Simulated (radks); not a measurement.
The numbers below are computed, except where a source is named.
Valence configurations of N2+ (all share [He]). Level of theory: scalar-relativistic Kohn-Sham, PBE, spin-polarised, spherical densities, point nucleus; open shells are filled with parallel spins first (a radial shooting solver on a logarithmic mesh with Libxc functionals). Energies are relative to 2s2 2p1; eigenvalues in eV for spin up.

valence      E (eV)  moment (Bohr magnetons)    e(2p)    e(2s)
2s2 2p1       0.000                        1  -38.530  -50.163
2s1.5 2p1.5   3.990                        2  -39.125  -50.826
2s1 2p2       6.466                        3  -39.477  -51.227
2s0.5 2p2.5  12.333                        3  -39.303  -51.023
2p3          18.187                        3  -39.126        -

NIST lists [He] 2s2 2p1 as the ground configuration; this level of theory agrees among the configurations tried. The energies are those of spherical high-spin densities, not of single terms.
